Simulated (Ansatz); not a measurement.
Geometry optimisation, UKS PBE0/STO-3G (Ansatz).

Input file:

```yaml
crystal:
  periodic: [false, false, false]
  atoms:
    - { symbol: B, position_ang: [0.4064, -2.559, -1.193] }
    - { symbol: Si, position_ang: [0.6133, -1.2067, 0.2035] }
    - { symbol: C, position_ang: [-0.4577, 0.3188, -0.1292] }
    - { symbol: Al, position_ang: [0.3147, 1.2944, -1.732] }
    - { symbol: Si, position_ang: [-0.3317, 1.4542, 1.3418] }
    - { symbol: O, position_ang: [-0.9667, 0.6892, 2.7457] }
    - { symbol: H, position_ang: [-0.3454, -2.2758, -2.0986] }
    - { symbol: H, position_ang: [0.9727, -3.527, -1.1723] }
    - { symbol: H, position_ang: [0.218, -1.7912, 1.5249] }
    - { symbol: H, position_ang: [2.0388, -0.8249, 0.2992] }
    - { symbol: H, position_ang: [-1.4898, 0.0147, -0.2563] }
    - { symbol: H, position_ang: [1.516, 0.7244, -2.5175] }
    - { symbol: H, position_ang: [-0.5293, 2.653, -2.2193] }
    - { symbol: H, position_ang: [1.0408, 1.8489, 1.6242] }
    - { symbol: H, position_ang: [-1.1222, 2.6582, 1.0917] }
    - { symbol: H, position_ang: [-1.9008, 0.5062, 2.5314] }
magnetization:
  spin_polarized: true
basis:
  gaussian: { orbitals: STO-3G }
hamiltonian:
  xc: pbe0
relax:
  f_tol: 0.02
  max_steps: 40
```

Launched with:

```bash
$ ansatz run input.yaml --threads 1 --pin off --max-ram 2048MiB --backend cpu --events-out ev --progress --plain --runs-dir out
```

Problem. Where does it end, and by what steps?

Solution. It converged. The force dipped under the threshold on the way, but the program's further checks kept it going. Limits of this set-up: minimal basis. After 30 steps the energy has fallen by 0.818 eV; H13 moved furthest, 1.63 Å.

```
step  energy less start (eV)  largest force component (eV/Å)  accepted
   0                  0.0000                           2.615       yes
   2                 -0.7310                           0.487       yes
   4                 -0.7600                           0.148       yes
   6                 -0.7665                           0.041       yes
   8                 -0.7776                           0.137       yes
  10                 -0.7837                           0.164       yes
  12                 -0.7848                           0.621        no
  14                 -0.8009                           0.082       yes
  16                 -0.8055                           0.288        no
  18                 -0.8089                           0.127       yes
  20                 -0.8069                           0.271        no
  22                 -0.8151                           0.144       yes
  24                 -0.8165                           0.103       yes
  26                 -0.8172                           0.073       yes
  28                 -0.8176                           0.021       yes
  30                 -0.8177                           0.006       yes
```

```xyz
16
Properties=species:S:1:pos:R:3
B 0.497 -2.322 -1.406
Si 0.362 -1.283 0.249
C -0.491 0.364 -0.045
Al 0.120 1.043 -1.718
Si -0.226 1.550 1.370
O -0.571 0.883 2.914
H 0.661 -1.780 -2.438
H 0.437 -3.492 -1.443
H -0.274 -2.038 1.306
H 1.731 -1.047 0.663
H -1.564 0.165 -0.124
H 1.561 1.426 -1.871
H -0.845 1.187 -2.857
H 1.160 1.948 1.450
H -1.028 2.740 1.141
H -1.555 0.634 2.854
```

Time of the run: 3.9 min on 1 thread of Arm Neoverse V1, on a shared host, peak memory 0.22 GiB.
